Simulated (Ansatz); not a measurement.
# A family of molecules: the atomisation energy (no zero-point term)

Gas-phase molecules, one atom swapped for its congeners: C3H7N (N-methylethenamine) `C=CNC`; C2H7NSi `C=CN[SiH3]`; C2H7GeN `C=C[NH][GeH3]`. All are singlets with charge 0.

Shapes, held fixed at every level: PBE0-D4/def2-TZVP. Flexible molecules stand in one conformer, not always the lowest. Programs: Ansatz 0.2.0. Values in eV.

```
               level  C3H7N  C2H7NSi  C2H7GeN
   PBE-D4/def2-TZVPP  45.63    42.22    40.63
r2SCAN-D4/def2-TZVPP  44.48    41.55    39.94
 BHLYP-D4/def2-TZVPP  43.34    40.73    38.93
  PBE0-D4/def2-TZVPP  44.79    41.60    39.96
  wB97M-V/def2-TZVPP  44.60    41.72    39.93
    CCSD(T)/def2-SVP  42.36    39.23    37.79
  CCSD(T)/def2-TZVPP  43.26    40.46    39.01
```

At CCSD(T)/def2-TZVPP the atomisation energy falls at every step, from 43.26 to 39.01 eV. Every level shows the same order. Relativity is left out for Ge. Outer-core shells of Ge are correlated in most correlated rows, in sets that cover them unevenly. Spin-orbit coupling, which grows down the group, is left out (summed over each molecule's free atoms 0.01, 0.03, 0.13 eV). Coupled cluster in double- or triple-zeta sets underbinds by a few per cent against its basis-set limit.
